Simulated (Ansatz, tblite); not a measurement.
Cost and result up the ladder for SeF₄ (5 atoms). Charge 0, multiplicity 1. Geometry: r2SCAN-D4/def2-SVP.

```xyz
5

Se    0.2333   -0.4522    0.0337
F     0.7560   -0.1205   -1.6458
F    -0.4414   -0.4893    1.6912
F    -1.3611   -0.0639   -0.4954
F     0.8132    1.1259    0.4162
```

Ansatz on 4 threads of Arm Neoverse V2 on a shared host; xTB runs through tblite on one thread. Times are rough, summed over both states, and most runs start from the orbitals of an earlier one. PBE0-D4/def2-TZVP serves as the yardstick here, not as an exact answer. The other state is a triplet.

The xTB rows come from tblite.

xTB has no spin-polarisation term.

```csv
level,functions,wall time,vertical triplet (eV),difference from PBE0-D4/def2-TZVP (eV)
GFN2-xTB,25,0.004 s,4.86,0.10
GFN1-xTB,25,0.005 s,4.71,-0.05
PBE-D4/def2-TZVP,172,2.6 s,4.72,-0.04
PBE0-D4/def2-TZVP (with forces),172,4.1 s,4.76,0.00
r2SCAN-D4/def2-TZVP,172,5.4 s,4.66,-0.10
```
